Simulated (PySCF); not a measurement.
Structure with atom numbers: `[CH3:1][CH:2]([CH3:3])[S:4](=[O:5])(=[O:6])[Cl:7]`; H(Xn) means a hydrogen on atom n.

Geometry: PBE0-D3(BJ)/def2-SVP; GIAO shifts from PySCF 2.14.0 with density-fitted response routines, gas phase, non-relativistic, averaged over equivalent atoms.

At BLYP/pcSseg-1 (168 basis functions, 32 s wall time on 1 thread of an Arm Neoverse V1, shared host):
```json
{"atoms": "C2", "δ (ppm)": "78.2"}
{"atoms": "C1/C3", "δ (ppm)": "19.3"}
{"atoms": "S4", "δ (ppm)": "400.9"}
{"atoms": "O5/O6", "δ (ppm)": "347.5"}
{"atoms": "Cl7", "δ (ppm)": "598.5"}
{"atoms": "H(C2)", "δ (ppm)": "3.17"}
{"atoms": "H(C1)/H(C3)", "δ (ppm)": "1.49"}
```

δ = σ(ref) − σ, references computed at the same level: 13C (σ = 175.31 ppm) and 1H (σ = 31.36 ppm) vs TMS; CS2 for 33S (σ = 481.97 ppm); 17O (σ = 333.67 ppm) vs H2O; 35Cl (σ = 920.86 ppm) against HCl.

Task: Predict the values at OPBE/pcSseg-1 on the same geometry.

Result: 
| atoms | δ at OPBE/pcSseg-1 | change |
| --- | --- | --- |
| C2 | 70.6 | -7.6 |
| C1/C3 | 17.7 | -1.6 |
| S4 | 358.1 | -42.8 |
| O5/O6 | 323.8 | -23.7 |
| Cl7 | 552.1 | -46.4 |
| H(C2) | 3.18 | +0.01 |
| H(C1)/H(C3) | 1.45 | -0.04 |

References, each an isolated molecule treated in the same way: 13C (185.13 ppm) and 1H (31.23 ppm) against TMS; 33S (506.66 ppm) against CS2; 17O (332.03 ppm) against H2O; HCl for 35Cl (938.85 ppm).

The largest change is at Cl7 (chlorine bonded to S). Cost: 168 basis functions, 31 s wall time on 1 thread of an Arm Neoverse V1, shared host.

Unscaled 17O shifts of doubly bonded oxygen tend to come out too high, by tens of ppm or more. Experimental scales use liquid or dissolved standards, which lie at an offset from isolated H2O (liquid H2O: subtract about 36 ppm).
